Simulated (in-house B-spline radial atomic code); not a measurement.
Configurations of Al V (Al4+), with energies counted from [He] 2s2 2p5. All numbers are computed (Dirac-Hartree-Fock, average of configuration; Fermi nucleus of rms radius 3.061 fm) with a radial B-spline atomic code at the basis-set limit, not measured. Energies include first-order Breit, QED and recoil terms.

Occupations are held fixed; configurations that lie above the ionisation limit could autoionise.

| configuration | E - E(ref) (eV) | highest orbital | its <r> (bohr) |
| --- | --- | --- | --- |
| [He] 2s1 2p6 | 46.776 | 2p3/2 | 0.5698 |
| [He] 2s2 2p4 3s1 | 95.269 | 3s1/2 | 1.746 |
| [He] 2s2 2p4 4d1 | 132.73 | 4d5/2 | 3.991 |
| [He] 2s2 2p4 4f1 | 133.55 | 4f7/2 | 3.591 |
| [He] 2s2 2p4 5s1 | 137.34 | 5s1/2 | 5.85 |
| [He] 2s2 2p4 5f1 | 141.21 | 5f7/2 | 6.286 |
| [He] 2s2 2p4 5g1 | 141.23 | 5g9/2 | 5.5 |
| [He] 2s2 2p4 6f1 | 145.38 | 6f7/2 | 9.582 |
| [He] 2s1 2p5 3d1 | 158.21 | 3d5/2 | 1.942 |
| [He] 2s1 2p5 6g1 | 188.3 | 6g9/2 | 8.799 |

**Question.** Order these further configurations by energy, lowest first.
A. [He] 2s1 2p5 5f1
B. [He] 2s1 2p5 4f1
C. [He] 2s2 2p4 6s1
D. [He] 2s1 2p5 6f1
E. [He] 2s2 2p4 6d1

**Answer.** C (143.22 eV), E (145.12 eV), B (176.46 eV), A (184.12 eV), D (188.29 eV).

**Question.** How far above the reference does [He] 2s2 2p4 6g1 lie?

**Answer.** 145.39 eV; its least bound orbital is 6g9/2 with <r> = 8.799 bohr.

**Question.** How far above the reference does [He] 2s1 2p5 5d1 lie?

**Answer.** 183.68 eV; its least bound orbital is 5d5/2 with <r> = 6.636 bohr.

**Question.** How far above the reference does [He] 2s2 2p4 4s1 lie?

**Answer.** 125.49 eV; its least bound orbital is 4s1/2 with <r> = 3.5 bohr.
